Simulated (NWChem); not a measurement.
System: C2H2FI; SMILES C=C(F)I

The following NWChem deck was run.

```
start job
memory heap 200 mb stack 700 mb global 900 mb
geometry units angstroms noautoz
  C     -1.220599     2.009555     0.000000
  C     -0.088977     1.316418     0.000000
  F      1.099423     1.889780     0.000000
  I      0.028873    -0.777950     0.000000
  H     -2.187864     1.510539     0.000000
  H     -1.171587     3.101424     0.000000
end
basis spherical
  * library def2-svp
end
ecp
  I library def2-ecp
end
dft
  xc becke97-d
  disp vdw 2
  iterations 150
  mulliken
end
task dft energy
```

All runs use the structure optimised with PBE0/def2-SVP. def2 effective core potentials on I; no spin-orbit coupling.

Question: Give the results of this calculation. (B97-D/def2-SVP with def2 effective core potentials on I.) Quantities: energy (Ha); highest occupied level (eV); orbital gap (eV); dipole (D).

Answer: 
| Property | Value |
|---|---|
| energy (Ha) | -475.19 |
| highest occupied level (eV) | -6.01 |
| orbital gap (eV) | 4.21 |
| dipole (D) | 1.00 |
